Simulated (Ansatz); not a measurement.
Consider the formal exchange of groups at a B–S bond: `CSB[SiH3]` + `C[Se]C(O)O` → `C[Se]B[SiH3]` + `CSC(O)O`.

Gas-phase electronic energies from Ansatz, PBE0-D4/def2-TZVP geometries. CCSD(T)/CBS is the MP2 limit (def2-TZVPP, def2-QZVPP) plus CCSD(T) − MP2 in def2-TZVPP, frozen cores. Functionals use def2-TZVPP. B3LYP here is the variant with VWN-RPA as its local correlation; programs differ in this. For Se outer-core shells are correlated without core-valence functions, which leaves a few kJ/mol of doubt a bond. Scalar relativity is left out up to krypton. Each species was taken in one conformer, which may not be the lowest.

Task: Is it downhill or uphill in electronic energy at CCSD(T)/CBS, and by how much? (Estimate.)

Result: The calculation gave: Nearly level: ΔE = +0.02 eV.

Task: What do these levels give: PBE0-D4, ωB97X-V, r2SCAN, B3LYP, HF/def2-TZVPP, MP2/def2-TZVPP, SCS-MP2/def2-TZVPP, CCSD/def2-TZVPP, HF/def2-QZVPP, MP2/def2-QZVPP, SCS-MP2/def2-QZVPP, HF/CBS(def2)? (Best estimate.)

Result: Computed: PBE0-D4 0.05, ωB97X-V 0.05, r2SCAN 0.06, B3LYP 0.08, HF/def2-TZVPP 0.03, MP2/def2-TZVPP 0.05, SCS-MP2/def2-TZVPP 0.05, CCSD/def2-TZVPP 0.04, HF/def2-QZVPP 0.02, MP2/def2-QZVPP 0.03, SCS-MP2/def2-QZVPP 0.04, HF/CBS(def2) 0.02 eV.

Largest T1 diagnostic among the species: 0.015.
